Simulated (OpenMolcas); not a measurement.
## Levels of F5+ by method

* Program: OpenMolcas
* Basis: ANO-L-VQZP [5s4p3d2f]
* Scalar Hamiltonian: non-relativistic, point nucleus
* Active space: 2 electrons in 4 orbitals (2s 2p)
* State averaging: 2S+1 = 3 even, 3 roots; 2S+1 = 1 even, 7 roots (1 in the spin-orbit step); 2S+1 = 3 odd, 3 roots; 2S+1 = 1 odd, 3 roots
* Spin-orbit coupling: state interaction with AMFI integrals over the reference wave functions, term energies averaged over their components

Methods on the same reference wave functions:
A. CASSCF
B. SS-CASPT2, IPEA 0.25 Eh, imaginary shift 0.1 Eh (closed shells correlated: 1s)

Energies in cm⁻¹ above 2s² ¹S₀, the measured ground level; measured values from Moore, Atomic Energy Levels, vol. I, NSRDS-NBS 35 (1971 reprint of NBS Circular 467, 1949).

```csv
Level,A,B,Measured
2s² ¹S₀,0.0,0.0,0.0
2s 2p ³P°₀,96619,95810,
2s 2p ³P°₁,96895,96086,96861
2s 2p ³P°₂,97452,96643,97437
2s 2p ¹P°₁,198231,187856,
```

Deviations, from unrounded energies. A percentage is the sum of absolute deviations over the sum of measured energies, with the sign that they share, or ± where signs differ.

| Against measurement | Levels | A | B |
| --- | --- | --- | --- |
| mean absolute deviation (cm-1) | 2 | 25 | 780 |
| other configurations (%) | 2 | +0.0 | -0.8 |

A lies closest to measurement on these levels. The largest miss of A in the table is 2s 2p ³P°₁, by +34 cm-1. The ranking rests on the paired levels alone, and a cruder setting can come out closer through cancelling errors.

The lowest spin-free term lies below A's lowest term by 0.012 hartree in B.

Computed and measured levels are paired by configuration, term and J; levels that our copy of the source lacks, or whose pairing is in doubt (as where it misses far off the trend of its configuration), stay unpaired and out of the deviations. Only configurations of the active space appear. Levels that lie high or do not pair safely by name in every column are left out.

° marks odd parity.
